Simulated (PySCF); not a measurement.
3-methylideneoxolane (C5H8O), SMILES C=C1CCOC1. Atoms are numbered in the order given.

```xyz
14

C      2.1361    -0.4037    -0.0299
C      0.8230    -0.1818    -0.0725
C     -0.2877    -1.1829     0.1101
C     -1.4554    -0.2705     0.4744
O     -1.2412     0.8975    -0.2803
C      0.1421     1.1553    -0.2837
H      2.8564     0.4070    -0.1739
H      2.5401    -1.4037     0.1482
H     -0.0611    -1.9504     0.8637
H     -0.4944    -1.6916    -0.8474
H     -2.4438    -0.6751     0.2133
H     -1.4489    -0.0503     1.5623
H      0.4219     1.8581     0.5280
H      0.4110     1.6284    -1.2420
```

Geometry: PBE0-D3(BJ)/def2-SVP. Other conformers were not sampled.

Method: HF/def2-TZVP (PySCF).

Estimate the frontier levels, gap, dipole moment and polarisability. (Estimate from the structure and the level; the computed values follow.)


```
Quantity                                                                                                        Value
---------------------------------------------------------------------------------------------  ----------------------
highest occupied level                                                                                       -9.60 eV
lowest empty level                                                                                            3.65 eV
orbital gap                                                                                                  13.26 eV
dipole moment                                                                                                  1.34 D
quadrupole, principal values (traceless, Buckingham form, about the centre of nuclear charge)  -5.27, -0.89, 6.16 D·Å
mean static polarisability                                                                       59.1 bohr³ (8.75 Å³)
polarisability, principal values                                                               46.5, 56.1, 74.5 bohr³
```
